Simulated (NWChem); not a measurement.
System: C₂H₅ClSi; SMILES C=C([SiH3])Cl

The following NWChem deck was run.

```
start job
memory heap 200 mb stack 900 mb global 1100 mb
geometry units angstroms noautosym nocenter noautoz
  C      1.801764     0.296516     0.000000
  C      0.467818     0.114921     0.000000
  Si    -0.430106    -1.547477     0.000000
  Cl    -0.621908     1.499465     0.000000
  H      2.470446    -0.578725     0.000000
  H      2.258444     1.299341     0.000000
  H     -1.297783    -1.650331    -1.221856
  H      0.593730    -2.648830     0.000000
  H     -1.297783    -1.650331     1.221856
end
basis spherical
  C library 6-31g*
  Si library 6-31g*
  Cl library 6-31g*
  H library 6-31g*
end
dft
  xc pbe0
  iterations 150
end
cosmo
  do_cosmo_smd true
  solvent ethanol
end
task dft energy
```

Excerpt of the output:

```
             Northwest Computational Chemistry Package (NWChem) 7.3.0
             --------------------------------------------------------

                             Geometry "geometry" -> ""
                             -------------------------

 Output coordinates in angstroms (scale by  1.889725989 to convert to a.u.)

  No.       Tag          Charge          X              Y              Z
 ---- ---------------- ---------- -------------- -------------- --------------
    1 C                    6.0000     1.80176400     0.29651600     0.00000000
    2 C                    6.0000     0.46781800     0.11492100     0.00000000
    3 Si                  14.0000    -0.43010600    -1.54747700     0.00000000
    4 Cl                  17.0000    -0.62190800     1.49946500     0.00000000
    5 H                    1.0000     2.47044600    -0.57872500     0.00000000
    6 H                    1.0000     2.25844400     1.29934100     0.00000000
    7 H                    1.0000    -1.29778300    -1.65033100    -1.22185600
    8 H                    1.0000     0.59373000    -2.64883000     0.00000000
    9 H                    1.0000    -1.29778300    -1.65033100     1.22185600

 Effective nuclear repulsion energy (a.u.)     193.3400144379

                                 NWChem DFT Module
                                 -----------------

 Summary of "ao basis" -> "ao basis" (spherical)
 ------------------------------------------------------------------------------
       Tag                 Description            Shells   Functions and Types
 ---------------- ------------------------------  ------  ---------------------
 C                           6-31g*                  6       14   3s2p1d
 Si                          6-31g*                  8       18   4s3p1d
 Cl                          6-31g*                  8       18   4s3p1d
 H                           6-31g*                  2        2   2s

 in cosmo_initialize ...
 calling solv_data for solv:ethanol

 solvent parameters
 solvname_short: ethanol
 solvname_long:  ethanol
 dielec:       24.8520
 dielecinf:     1.8526
 nonaqueous SMD model solvent descriptors
 dielec:       24.8520
 sola:          0.3700
 solb:          0.4800
 solc:          0.0000
 solg:         31.6200
 solh:          0.0000
 soln:          1.3611

          ---------------
          -cosmo- solvent
          ---------------
 Cosmo: York-Karplus, doi: 10.1021/jp992097l
 dielectric constant -eps-     =  24.85
 screen = (eps-1)/(eps    )    =   0.95976
 surface charge correction     = lagrangian

   van der Waals surface
 --------------------------

 ---------- ATOMIC COORDINATES (A.U.) ------------ VDWR(ANG.) --
     1    3.40484026    0.56033399    0.00000000     1.850
     2    0.88404783    0.21716920    0.00000000     1.850
     3   -0.81278249   -2.92430750    0.00000000     2.470
     4   -1.17523571    2.83357798    0.00000000     2.380
     5    4.66846601   -1.09363167    0.00000000     1.200
     6    4.26784032    2.45539846    0.00000000     1.200
     7   -2.45245426   -3.11867338   -2.30897304     1.200
     8    1.12198701   -5.00556289    0.00000000     1.200
     9   -2.45245426   -3.11867338    2.30897304     1.200
 number of segments per atom =        128
 number of   points per atom =        128
 atom (   nspa,  nppa )
 ----------------------
    1 (     60,     0 )       0
    2 (     12,     0 )       0
    3 (     86,     0 )       0
    4 (     96,     0 )       0
    5 (     52,     0 )       0
    6 (     50,     0 )       0
    7 (     32,     0 )       0
    8 (     36,     0 )       0
    9 (     32,     0 )       0
 number of -cosmo- surface points =      456
 molecular surface =    141.546 angstrom**2
 molecular volume  =    128.787 angstrom**3
 -lineq- algorithm             =   0
 -bem- low  level              =   3
 -bem- from -octahedral-
 gaussian surface charge width =   4.50000
 degree of switching           =   1.00000
 switching function tolerance  =   0.00010
 atomic radii =
 --------------
    1  6.000  1.850
    2  6.000  1.850
    3 14.000  2.470
    4 17.000  2.380
    5  1.000  1.200
    6  1.000  1.200
    7  1.000  1.200
    8  1.000  1.200
    9  1.000  1.200
 ...... end of -cosmo- initialization ......

[...]

                                COSMO-SMD solvation results
                                ---------------------------

             internal energy in gas <Psi(g)|H|Psi(g)> =      -828.464160608808
         internal energy in solvent <Psi(s)|H|Psi(s)> =      -828.463512535732
                               delta internal energy  =         0.000648073076 (    0.41 kcal/mol)
   total free energy in solvent <Psi(s)|H+V/2|Psi(s)> =      -828.467698962551
 polarization energy contribution <Psi(s)|V/2|Psi(s)> =        -0.004186426819 (   -2.63 kcal/mol)
    total free energy in solvent including G(SMD-CDS) =      -828.467763550000
                       G(SMD-CDS) energy contribution =        -0.000064587449 (   -0.04 kcal/mol)
     1 M fixed-concentration free energy of solvation =        -0.003602941192 (   -2.26 kcal/mol)

                       DFT Final Molecular Orbital Analysis
                       ------------------------------------

 Vector   22  Occ=2.000000D+00  E=-3.532493D-01
              MO Center= -8.6D-01, -7.4D-01,  1.4D-09, r^2= 3.9D+00
   Bfn.  Coefficient  Atom+Function         Bfn.  Coefficient  Atom+Function
  ----- ------------  ---------------      ----- ------------  ---------------
    55      0.383645  4 Cl pz                37     -0.348201  3 Si pz
    70      0.234007  7 H  s                 74     -0.234007  9 H  s
    69      0.204642  7 H  s                 73     -0.204642  9 H  s
    59      0.199542  4 Cl pz                51     -0.149755  4 Cl pz
    33      0.142212  3 Si pz                19      0.082919  2 C  pz

 Vector   23  Occ=2.000000D+00  E=-3.162588D-01
              MO Center= -2.7D-01,  7.3D-01, -1.9D-09, r^2= 3.1D+00
   Bfn.  Coefficient  Atom+Function         Bfn.  Coefficient  Atom+Function
  ----- ------------  ---------------      ----- ------------  ---------------
    54      0.464987  4 Cl py                53      0.398620  4 Cl px
    58      0.257681  4 Cl py                36      0.240696  3 Si py
    57      0.236096  4 Cl px                18     -0.201355  2 C  py
    50     -0.180264  4 Cl py                49     -0.155058  4 Cl px
    17     -0.147191  2 C  px                20      0.146456  2 C  s

 Vector   24  Occ=2.000000D+00  E=-2.765538D-01
              MO Center=  6.0D-01,  5.2D-01, -6.5D-10, r^2= 2.9D+00
   Bfn.  Coefficient  Atom+Function         Bfn.  Coefficient  Atom+Function
  ----- ------------  ---------------      ----- ------------  ---------------
    55      0.422109  4 Cl pz                 5     -0.360423  1 C  pz
    19     -0.315765  2 C  pz                 9     -0.272538  1 C  pz
    59      0.266213  4 Cl pz                23     -0.222953  2 C  pz
    51     -0.162555  4 Cl pz                70     -0.112702  7 H  s
    74      0.112702  9 H  s                 69     -0.054575  7 H  s

 Vector   25  Occ=0.000000D+00  E=-1.611444D-02
              MO Center=  9.5D-01,  4.5D-02, -9.0D-12, r^2= 2.9D+00
   Bfn.  Coefficient  Atom+Function         Bfn.  Coefficient  Atom+Function
  ----- ------------  ---------------      ----- ------------  ---------------
     9      0.589509  1 C  pz                23     -0.521351  2 C  pz
     5      0.415548  1 C  pz                19     -0.363922  2 C  pz
    70     -0.276036  7 H  s                 74      0.276036  9 H  s
    41     -0.237692  3 Si pz                59      0.169458  4 Cl pz
    37     -0.152435  3 Si pz                55      0.132932  4 Cl pz

 Vector   26  Occ=0.000000D+00  E= 2.222819D-02
              MO Center= -2.6D-01, -1.4D-01, -4.1D-10, r^2= 5.1D+00
   Bfn.  Coefficient  Atom+Function         Bfn.  Coefficient  Atom+Function
  ----- ------------  ---------------      ----- ------------  ---------------
    20      1.182385  2 C  s                 40     -0.563634  3 Si py
    58      0.543191  4 Cl py                21     -0.517932  2 C  px
    39     -0.481332  3 Si px                56     -0.466285  4 Cl s
    57     -0.408103  4 Cl px                54      0.304585  4 Cl py
    17     -0.241327  2 C  px                22      0.234256  2 C  py

 Vector   27  Occ=0.000000D+00  E= 4.557591D-02
              MO Center= -3.1D-01, -1.0D+00,  5.9D-10, r^2= 5.6D+00
   Bfn.  Coefficient  Atom+Function         Bfn.  Coefficient  Atom+Function
  ----- ------------  ---------------      ----- ------------  ---------------
    40      1.093987  3 Si py                72      0.611789  8 H  s
    22      0.583968  2 C  py                56     -0.423943  4 Cl s
    58      0.405266  4 Cl py                66      0.343446  5 H  s
    20     -0.303339  2 C  s                 18      0.298704  2 C  py
    36      0.291614  3 Si py                68     -0.271509  6 H  s

     Multipole analysis of the density
     ---------------------------------

     L   x y z        total         alpha         beta         nuclear
     -   - - -        -----         -----         ----         -------
     0   0 0 0     -0.000000    -24.000000    -24.000000     48.000000

     1   1 0 0      0.737444      0.604346      0.604346     -0.471249
     1   0 1 0     -0.474352     -1.244374     -1.244374      2.014397
     1   0 0 1      0.000000      0.000000      0.000000      0.000000

     2   2 0 0    -26.516182    -93.394331    -93.394331    160.272479
     2   1 1 0      0.734375     -1.791213     -1.791213      4.316800
     2   1 0 1     -0.000000     -0.000000     -0.000000      0.000000
     2   0 2 0    -29.265360   -169.691465   -169.691465    310.117571
     2   0 1 1     -0.000000     -0.000000     -0.000000      0.000000
     2   0 0 2    -30.654507    -20.658610    -20.658610     10.662713
```

Level: PBE0/6-31G* (spherical d), SMD on the gas-phase geometry. Coordinates come from a PBE-D3(BJ)/def2-SVP optimisation. Solvent: ethanol.
